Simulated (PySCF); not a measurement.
Adding and removing an electron: NaHg

PBE0; Na def2-SVP, Hg def2-SVP with ECP60; scalar-relativistic core potentials (PySCF 2.14). Neutral (UKS): doublet (σ ↑), Re = 3.578 Å, ωe = 51.1 cm⁻¹, De = 0.07 eV, HOMO -3.47 eV, LUMO -1.47 eV.

NaHg⁺ (UKS): singlet (closed shell), Re = 3.083 Å, ωe = 111 cm⁻¹, De = 0.34 eV to Na⁺ + Hg. The energies at the minima are -315.62814 hartree for NaHg and -315.44623 for NaHg⁺.

Work out the adiabatic ionisation energy, without and with harmonic zero-point energies (1 hartree = 27.2114 eV, 1 eV = 8065.5 cm⁻¹), and the change of the bond length.

At PBE0: 0.18191 hartree = 4.950 eV between the minima; the zero-point term (111.0 − 51.1)/2 cm⁻¹ = +0.004 eV makes it 4.954 eV. Re changes by -49.5 pm against the neutral. The electron leaves a σ orbital, and the shorter bond of the ion fits an antibonding orbital, or a change in how ionic the bond is.

Closed-shell solutions of metal pairs were not tested for spin polarisation, which can lower them a little. Weak bonds: NaHg, NaHg⁺. Basis-set superposition, not corrected here, can be much of De in a small basis, most of all at correlated wavefunction levels. Spin–orbit coupling is left out. For an ion De counts to the pair picked by the measured ionisation energies or electron affinities, which need not be the lowest pair at this level. States were picked by a PBE0 search and need not be the measured ground states.
